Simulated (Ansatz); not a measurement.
`[OH][Ti]([F])([SH])[Cl]` and `[OH][Hf]([F])([SH])[Cl]` differ in one element.

Ansatz, PBE0-D4/def2-TZVP geometries, multiplicity 1. Each molecule was computed in one conformer, which needn't be the lowest.

Elements past krypton have def2 core potentials. Scalar relativity is left out up to krypton.

| property | `[OH][Ti]([F])([SH])[Cl]` |
| --- | --- |
| HOMO energy (PBE0/def2-TZVPP) / eV | -7.97 |
| HOMO–LUMO gap (PBE/def2-TZVPP) / eV | 3.11 |
| size of the dipole moment (PBE/def2-TZVPP) / D | 2.06 |
| HOMO–LUMO gap (PBE0/def2-TZVPP) / eV | 5.23 |
| size of the dipole moment (B3LYP/def2-TZVPP) / D | 2.04 |
| HOMO energy (B3LYP/def2-TZVPP) / eV | -7.72 |

What does the change do to each property? (Best estimate.)

Computed: 
| property | `[OH][Hf]([F])([SH])[Cl]` | shift |
| --- | --- | --- |
| HOMO energy (PBE0/def2-TZVPP) / eV | -7.83 | 0.14 |
| HOMO–LUMO gap (PBE/def2-TZVPP) / eV | 4.64 | 1.53 |
| size of the dipole moment (PBE/def2-TZVPP) / D | 3.26 | 1.20 |
| HOMO–LUMO gap (PBE0/def2-TZVPP) / eV | 6.71 | 1.48 |
| size of the dipole moment (B3LYP/def2-TZVPP) / D | 3.28 | 1.24 |
| HOMO energy (B3LYP/def2-TZVPP) / eV | -7.57 | 0.15 |

With PBE0 the HOMO rises by 0.14 eV and the LUMO rises by 1.62 eV, so the gap widens by about 1.48 eV. PBE moves the HOMO by 0.15 eV and ωB97M-V by 0.12 eV. Dipoles are sizes alone; their direction can turn.

B3LYP here is the variant with VWN-RPA as its local correlation; programs differ in this.
